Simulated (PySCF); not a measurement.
Coordinates in bohr (charge 0 multiplicity 2):
```
Bi   -0.2722    0.1682    0.0000
O     0.0078   -3.3678    0.0000
O     3.5164    1.1842    0.0000
```

Method: PySCF, UwB97X, basis Bi def2-TZVP with ECP60, O def2-TZVP (scalar-relativistic core potentials, no spin–orbit coupling, density fitting).

This geometry of BiO₂ is a stationary point at this level.

Q: What is the point group?

A: Cs.

Q: Is it a minimum?

A: Yes: all harmonic wavenumbers are real.

Q: List the harmonic modes with their infrared intensities.

A: 
| symmetry | ω (cm⁻¹) | IR (km/mol) |
| --- | --- | --- |
| a' | 179 | 19.2 |
| a' | 531 | 56.5 |
| a' | 842 | 69.6 |

Q: Give the ideal-gas entropy at 298.15 K and 1 bar by parts.

A: translation 177.3, rotation 102.0, vibration 13.0, spin 5.8; total 298.0 J/(mol K).

Only a few start shapes were tried, so a lower isomer may exist. With an element this heavy the missing spin–orbit coupling can shift these numbers.
